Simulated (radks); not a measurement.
Polarisability of neutral zirconium, [Kr] 4d2 5s2, at imaginary frequency. Method: non-relativistic Kohn-Sham, LB94 model potential, spin-unpolarised, spherical densities, point nucleus; relativity is left out, which matters for an element this heavy; computed with a radial shooting solver on a logarithmic mesh with Libxc functionals. Response by self-consistent Sternheimer equations with the Hartree and adiabatic LDA kernel.

w (hartree)  alpha1(iw) (bohr^3)
0.00266                    98.32
0.0143                     97.53
0.0360                     93.33
0.0697                     82.11
0.118                      63.59
0.186                      43.51
0.280                      27.61
0.413                      17.09
0.605                      10.53
0.892                      6.416
1.35                       3.715
2.12                       1.921
3.59                      0.8325
6.94                      0.2879
17.5                     0.06777

Static values: alpha1 = 98.35 bohr^3 (14.57 angstrom^3; uncoupled 194.4). C6 = 1242, triple-dipole C9 = 87080 atomic units. One-pole (London) frequency 4 C6 / (3 alpha1^2) = 0.171 hartree, against 0.271 for minus the highest occupied eigenvalue. Recommended static value: 112 bohr^3 (Schwerdtfeger and Nagle, 2023 table).

Beside tabulated values, note that spin-unpolarised runs miss the spin-polarisation part of the exchange energy of open shells.
